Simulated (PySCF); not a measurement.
Here is a job for PySCF.
```python
from pyscf import gto, scf, dft

mol = gto.M(
    atom='''
Sb    0.800226    0.436537    0.251833
Br   -0.951086    1.054989   -1.393997
Br   -0.214958   -1.691087    1.027041
''',
    basis='def2-sv(p)',
    ecp={'Sb': 'def2-sv(p)'},
    charge=1,
    spin=0,
    verbose=4,
)

mf = dft.RKS(mol)
mf.xc = 'pbe0'
mf.kernel()
mf.analyze()
```

**Question.** Estimate the nuclear repulsion energy that PBE0/def2-SV(P) in PySCF returns for this input.

**Answer.** 516.9132 Eh

**Question.** What number of basis functions does PBE0/def2-SV(P) give?

**Answer.** 90

**Question.** What HOMO energy does PBE0/def2-SV(P) give?

**Answer.** -13.81 eV

**Question.** What is the computed HOMO-LUMO gap (PBE0/def2-SV(P))?

**Answer.** 3.63 eV

**Question.** Give the total energy at the level PBE0/def2-SV(P).

**Answer.** -5387.1174 Eh
